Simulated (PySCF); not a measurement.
These 2 structures share the formula [C6H12N]+ (charge +1). The calculation used PBE0-D3(BJ)/def2-SVP geometry optimisation, gas phase (PySCF). One conformer each; no zero-point energy, no entropy. No frequencies were run at this level. Point groups hold within 0.08 Å.

Task: Rank from lowest to highest electronic energy at this level (kJ/mol).
A. `[CH2:1]=[CH:2][CH2:3][CH2:4][N+:5](=[CH2:6])[CH3:7]` (charge +1) with C1–C2–C3–C4 94°, C2–C3–C4–N5 55°, C3–C4–N5–C6 -93°
B. `C=C=C[N+](C)(C)C`

Result: A (0.0), B (80.5).

| SMILES | E (Eh) | E rel (kJ/mol) | dipole about centre of mass (D) | point group | A, B, C (MHz) |
| --- | --- | --- | --- | --- | --- |
| C=CCC[N+](=C)C | -289.77833 | 0.0 | 4.24 | C1 | 4635, 1650, 1452 |
| C=C=C[N+](C)(C)C | -289.74767 | 80.5 | 1.87 | – | 4602, 1645, 1637 |
